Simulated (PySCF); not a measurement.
C₃H₄FNSi, SMILES N#C/C=C\[SiH2]F. Coordinates come from a ωB97X-D3(BJ)/def2-SVP optimisation. The structure was generated by enumeration; whether it is a known compound was not checked. One conformer was computed; it need not be the lowest.

Problem. Give the equilibrium geometry at ωB97X-D3(BJ)/def2-SVP (PySCF confirms it by a frequency run) as a Z-matrix. (The exact figures need the calculation; the answer reports its results.)

Solution. Several could match; the one computed here: 
```
C
C 1 1.3422
H 2 1.0954 1 122.84
H 1 1.0973 2 117.42 3 -0.04
C 2 1.4451 3 116.18 1 -179.95
N 5 1.1581 3 155.38 2 -179.84
Si 1 1.8797 4 118.95 2 179.89
F 7 1.6291 1 106.15 4 2.83
H 7 1.4832 8 108.70 1 -119.04
H 7 1.4837 9 111.92 8 119.91
```
